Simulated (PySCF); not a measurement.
Si(All)(Cl)2(F) (C₃H₅Cl₂FSi), SMILES C=CC[Si](F)(Cl)Cl. Atoms are numbered in the order given.

```xyz
12

C      2.6533    -1.3488    -0.9476
C      1.5438    -0.7986    -1.4544
C      1.0392     0.5733    -1.1201
Si    -0.3604     0.5249     0.1016
F     -0.9670     2.0087     0.3023
Cl    -1.8844    -0.6758    -0.5650
Cl     0.2766    -0.1316     1.9344
H      3.3017    -0.7995    -0.2558
H      2.9497    -2.3682    -1.2090
H      0.9136    -1.3887    -2.1324
H      1.8325     1.1999    -0.6756
H      0.6645     1.0998    -2.0170
```
Charge 0, spin multiplicity 1.

Geometry: r2SCAN-D4/def2-SVP. One conformer was computed; it need not be the lowest.

Computed with PBE/def2-TZVP (PySCF).

ESP charges are fitted to the potential on shells at 1.4 to 2.0 van der Waals radii. Atomic charges (e):

```json
[
 {"atom": "C1", "Löwdin": "-0.21", "ESP fit": "-0.49", "Mulliken": "-0.26", "meta-Löwdin": "-0.27"},
 {"atom": "C2", "Löwdin": "-0.23", "ESP fit": "-0.06", "Mulliken": "(withheld)", "meta-Löwdin": "-0.10"},
 {"atom": "C3", "Löwdin": "-0.36", "ESP fit": "-0.35", "Mulliken": "(withheld)", "meta-Löwdin": "-0.47"},
 {"atom": "Si4", "Löwdin": "-0.53", "ESP fit": "0.24", "Mulliken": "0.66", "meta-Löwdin": "1.17"},
 {"atom": "F5", "Löwdin": "0.04", "ESP fit": "-0.16", "Mulliken": "-0.26", "meta-Löwdin": "-0.47"},
 {"atom": "Cl6", "Löwdin": "0.28", "ESP fit": "-0.07", "Mulliken": "(withheld)", "meta-Löwdin": "-0.26"},
 {"atom": "Cl7", "Löwdin": "0.28", "ESP fit": "-0.05", "Mulliken": "(withheld)", "meta-Löwdin": "-0.26"},
 {"atom": "H8", "Löwdin": "0.13", "ESP fit": "0.21", "Mulliken": "0.11", "meta-Löwdin": "0.12"},
 {"atom": "H9", "Löwdin": "0.13", "ESP fit": "0.20", "Mulliken": "0.12", "meta-Löwdin": "0.13"},
 {"atom": "H10", "Löwdin": "0.15", "ESP fit": "0.15", "Mulliken": "(withheld)", "meta-Löwdin": "0.12"},
 {"atom": "H11", "Löwdin": "0.16", "ESP fit": "0.20", "Mulliken": "0.13", "meta-Löwdin": "0.15"},
 {"atom": "H12", "Löwdin": "0.16", "ESP fit": "0.19", "Mulliken": "0.14", "meta-Löwdin": "0.15"}
]
```

**Question.** Some entries are withheld; supply them. (The exact figures need the calculation; the answer reports its results.)

**Answer.** 
- C2, Mulliken: -0.11
- C3, Mulliken: -0.28
- Cl6, Mulliken: -0.19
- Cl7, Mulliken: -0.18
- H10, Mulliken: 0.12

Computed Mayer and Wiberg (Löwdin basis) orders of the bonds:
| bond | Mayer | Wiberg |
|---|---|---|
| C1–C2 | 1.96 | 2.16 |
| C2–C3 | 0.99 | 1.27 |
| C3–Si4 | 0.99 | 1.11 |
| Si4–F5 | 1.17 | 1.73 |
| Si4–Cl6 | 1.20 | 1.84 |
| Si4–Cl7 | 1.22 | 1.85 |
| C1–H8 | 0.95 | 0.89 |
| C1–H9 | 0.95 | 0.89 |
| C2–H10 | 0.94 | 0.82 |
| C3–H11 | 0.92 | 0.81 |
| C3–H12 | 0.91 | 0.81 |
